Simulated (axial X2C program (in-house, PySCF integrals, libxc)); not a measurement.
## How the levels of PrNC (f3 s1 d(πδ)0 orbitals) move with the bond length

Computed with an in-house all-electron X2C program for linear molecules (integrals from PySCF): two-component X2C with atomic mean-field Coulomb and Gaunt terms, basis Pr dyall-v3z, N dyall-av3z, C dyall-v3z (cores contracted in-house). Orbitals come from Hartree–Fock averaged over the configuration Pr f3 s1 d(πδ)0; CI then distributes these electrons over the f, s, d(πδ) shells of Pr.

At Pr–N–C held linear, bonds 2.428 and 1.170 Å (the second held):

| Ω | energy (cm⁻¹) | g∥ | μ (D) | configuration |
| --- | --- | --- | --- | --- |
| 4 | 0 | 4.48 | -6.21 | 100% f3 s1 |
| 3 | 224 | 3.28 | -6.10 | 100% f3 s1 |
| 2 | 325 | 1.98 | -6.11 | 100% f3 s1 |
| 1 | 416 | 0.78 | -6.10 | 100% f3 s1 |
| 0 | 461 | 0.00 | -6.09 | 100% f3 s1 |
| 5 | 532 | 8.60 | -6.21 | 100% f3 s1 |
| 4 | 731 | 7.14 | -6.11 | 100% f3 s1 |
| 3 | 835 | 5.36 | -6.11 | 100% f3 s1 |
| 2 | 910 | 3.66 | -6.10 | 100% f3 s1 |
| 1 | 950 | 1.97 | -6.10 | 100% f3 s1 |
| 0 | 959 | 0.00 | -6.10 | 100% f3 s1 |
| 6 | 1602 | 12.58 | -6.20 | 100% f3 s1 |
| 5 | 1747 | 10.42 | -6.13 | 100% f3 s1 |
| 4 | 1848 | 8.47 | -6.10 | 100% f3 s1 |

g∥ is the magnitude of 2⟨Lz + ge Sz⟩ for the +Ω component. μ is positive if the C end is positive. The lowest 14 levels at most are listed.

At Pr–N–C held linear, bonds 2.258 and 1.170 Å (the second held):

```csv
Ω,energy (cm⁻¹),g∥,μ (D),configuration
4,0,4.47,-5.07,100% f3 s1
3,232,3.28,-4.94,100% f3 s1
2,334,1.98,-4.96,100% f3 s1
1,425,0.77,-4.95,100% f3 s1
0,473,0.00,-4.94,100% f3 s1
5,529,8.59,-5.08,100% f3 s1
4,737,7.14,-4.96,100% f3 s1
3,845,5.35,-4.95,100% f3 s1
2,924,3.65,-4.95,100% f3 s1
1,965,1.97,-4.95,100% f3 s1
0,975,0.00,-4.95,100% f3 s1
6,1599,12.57,-5.06,100% f3 s1
5,1751,10.41,-4.98,100% f3 s1
4,1855,8.49,-4.94,100% f3 s1
```

The lowest level lies 1321 cm⁻¹ above the lowest at the first distance.

Task: How does the gap from the lowest to the fifth level change between the two distances?

Result: From 461 to 473 cm⁻¹, a factor of 1.02.

Dynamic correlation is missing, so gaps between terms are too wide and other configurations may lie lower; the lowest level listed is that of this model, not necessarily the ground state. At most 4 roots were kept for each Ω > 0 (twice that for Ω = 0) within 2.2 eV of the lowest, so higher up levels can be missing between those listed; levels with Ω > 0 are doubly degenerate and listed once, Ω = 0 levels singly. Some active spinors are only partly of the character that their shell is named for, so the shell names and counts are nominal. States that fill the shells left empty in the average are placed too high. The molecule was held linear; bending was not examined.
